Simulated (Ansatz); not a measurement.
`F[C@@H]1[C@@H](F)C(F)(F)[C@H]1F`, relaxed with RKS PBE0-D4/def2-TZVP in Ansatz from a PBE-D4/def2-SVP geometry. The force threshold is 0.005 eV/Å; the program also tests the step.

The species carries charge 0 and has multiplicity 1.

Start:

```xyz
12

F    -1.965   -1.177    0.210
C    -1.008   -0.207    0.329
C     0.395   -0.632    0.800
F     0.699   -0.460    2.119
C     0.968    0.401   -0.203
F     1.171    1.609    0.380
F     2.082    0.050   -0.889
C    -0.381    0.349   -0.964
F    -0.872    1.524   -1.452
H    -1.375    0.635    0.958
H     0.635   -1.668    0.475
H    -0.350   -0.424   -1.763
```

Problem. By how much does the energy fall, and how many steps does the optimiser take? (Best estimate.)

Solution. Ansatz gave: 4.51 kJ/mol, in 5 steps.

Problem. Which bonds change most? (Best estimate.)

Solution. Computed: C2–H10 from 1.113 to 1.094 Å; C3–H11 from 1.112 to 1.094 Å; C8–H12 from 1.112 to 1.094 Å; C5–F6 from 1.357 to 1.341 Å.

Problem. Give the relaxed structure. (An estimate is asked.)

Solution. Computed: 
```xyz
12

F    -1.943   -1.171    0.204
C    -1.001   -0.197    0.331
C     0.392   -0.626    0.793
F     0.696   -0.460    2.101
C     0.963    0.399   -0.202
F     1.176    1.594    0.368
F     2.064    0.047   -0.882
C    -0.378    0.345   -0.955
F    -0.864    1.511   -1.444
H    -1.385    0.617    0.952
H     0.628   -1.646    0.477
H    -0.349   -0.412   -1.744
```
